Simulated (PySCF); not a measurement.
Nb(S)(F)(NH2)2 (FH4N2NbS), SMILES [NH2][Nb]([F])([NH2])=[S], multiplicity 1. The structure is a stationary point at PBE-D3(BJ)/def2-SVP. The multiplicity is an assumed one; other spin states were not compared. The def2 effective core potentials stand for the cores of Nb; spin–orbit coupling is left out. The values are those of a single conformer.

Give the equilibrium geometry at PBE-D3(BJ)/def2-SVP (PySCF confirms it by a frequency run) as Cartesian coordinates in Å, and its point group. (Estimate from the structure and the level; the computed values follow.)

This is not unique; one that fits is point group Cs.
```xyz
9

Nb    -0.1920    -0.0318     0.0000
S      1.9742    -0.0293     0.0000
F     -0.9641    -1.7609     0.0000
N     -0.7929     0.9110    -1.6215
H     -1.7763     1.1228    -1.8313
H     -0.1915     1.3105    -2.3496
N     -0.7929     0.9110     1.6215
H     -0.1915     1.3105     2.3496
H     -1.7763     1.1228     1.8313
```
Charge 0, spin multiplicity 1.
